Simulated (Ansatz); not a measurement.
Program: Ansatz. Geometries: PBE0-D4/def2-TZVP. ΔE: electronic, gas phase. CCSD(T)/CBS adds triple-zeta CCSD(T) − MP2 to the extrapolated MP2 energy (def2 sets, frozen cores). This one scheme is used for every species. Functionals use def2-TZVPP. B3LYP here is the variant with VWN-RPA as its local correlation; programs differ in this. HSE06 is defined as in plane-wave codes. One conformer a species, not always the lowest.

`CCCCC(=O)CC` + `CCC` → `CCCCC(=O)CCCC` + CH₄  (formal exchange of groups at a C–C bond)

(1) Is it downhill or uphill in electronic energy at CCSD(T)/CBS, and by how much? (Best estimate.)

(2) What do these levels give: LDA (SPW92), B97M-V, B3LYP-D4, r2SCANh-D4, ωB97X-V, B2PLYP, revPBE, PBE0, HSE06, MP2/def2-SVP, CCSD/def2-TZVPP, CCSD(T)/def2-TZVPP? (Estimate.)

Largest T1 diagnostic among the species: 0.011.

## Answers

(1) The calculation gave: Downhill: ΔE = -15.9 kJ/mol.

(2) Computed: LDA (SPW92) -18.8, B97M-V -17.7, B3LYP-D4 -14.4, r2SCANh-D4 -17.1, ωB97X-V -15.3, B2PLYP -12.9, revPBE -9.4, PBE0 -12.4, HSE06 -12.3, MP2/def2-SVP -17.9, CCSD/def2-TZVPP -14.6, CCSD(T)/def2-TZVPP -15.9 kJ/mol.

Leaving LDA and LC-ωPBE aside and taking each functional with its dispersion term where it has one, the values spread over 4.8 kJ/mol, from B97M-V to B2PLYP. LDA lies −6.6 kJ/mol from PBE without D4. In def2-TZVPP, CCSD(T) changes the Hartree–Fock value by −6.7 kJ/mol (the triples alone add −1.3 kJ/mol) and MP2 by −7.6 kJ/mol.
